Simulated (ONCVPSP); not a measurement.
# An odd input for ONCVPSP 4.0.1 (Mn (Z = 25))

Command:

```bash
oncvpsp.x < Mn.dat > Mn.out
```

Input:

```
# ATOM AND REFERENCE CONFIGURATION
# atsym  z   nc   nv     iexc    psfile
  Mn 25.00    3    4        3      upf
#
#   n    l    f
    1    0    2.00
    2    0    2.00
    2    1    6.00
    3    0    2.00
    3    1    6.00
    3    2    5.50
    4    0    1.50
#
# PSEUDOPOTENTIAL AND OPTIMIZATION
# lmax
    2
#
#   l,   rc,      ep,       ncon, nbas, qcut
    0    1.30    0.00    4    8    8.90
    1    1.10    0.00    4    7   13.50
    2    1.20    0.00    4    9   14.50
#
# LOCAL POTENTIAL
# lloc, lpopt,  rc(5),   dvloc0
    4    5    0.95    4.00
#
# VANDERBILT-KLEINMAN-BYLANDER PROJECTORs
# l, nproj, debl
    0    2    3.50
    1    1    1.10
    2    2    0.50
#
# MODEL CORE CHARGE
# icmod, fcfact, rcfact
    3    4.75    1.00
#
# LOG DERIVATIVE ANALYSIS
# epsh1, epsh2, depsh
   -5.00    5.00    0.04
#
# OUTPUT GRID
# rlmax, drl
    1.00    0.01
#
# TEST CONFIGURATIONS
# ncnf
    4
# nvcnf
#   n    l    f
    4
    3    0    2.00
    3    1    6.00
    3    2    5.00
    4    0    2.00
#
    4
    3    0    2.00
    3    1    6.00
    3    2    5.00
    4    0    1.00
#
    4
    3    0    2.00
    3    1    6.00
    3    2    5.00
    4    0    0.00
#
    4
    3    0    2.00
    3    1    6.00
    3    2    3.00
    4    0    0.00
#
```

This is an input that runs to its end, with one change: rlmax set to 1 bohr.

Question: How does the run end?

Answer: The program refuses the input: "test_data: must have rlmax>rcmax".

```
ONCVPSP  (Optimized Norm-Conservinng Vanderbilt PSeudopotential)
scalar-relativistic version 4.0.1

test_data: must have rlmax>rcmax
ERROR: test_data found   1 ERROR; stopping
```
